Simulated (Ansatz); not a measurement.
CHClFNOSi (`O=C=N[SiH](F)Cl`) at its PBE0-D4/def2-TZVP geometry, where that method's forces vanish. Charge 0, multiplicity 1.

```xyz
7

O     2.7541    1.1561    0.1181
C     1.6531    0.8349   -0.0489
N     0.5111    0.5378   -0.2579
Si   -0.9113   -0.3531   -0.0934
F    -1.9894    0.5662    0.6079
Cl   -0.6010   -1.9781    1.0806
H    -1.4165   -0.7640   -1.4064
```

What forces (eV/Å) does r2SCAN-D4/def2-TZVPP give on these atoms in the Gaussian-basis code of Ansatz? (An estimate is asked.)

Computed: 
```
O1   0.501  0.158  0.068
C2  -0.164 -0.084  0.000
N3  -0.320 -0.054 -0.080
Si4  0.014 -0.012 -0.083
F5  -0.046  0.034  0.023
Cl6  0.003 -0.057  0.039
H7   0.013  0.015  0.034
```
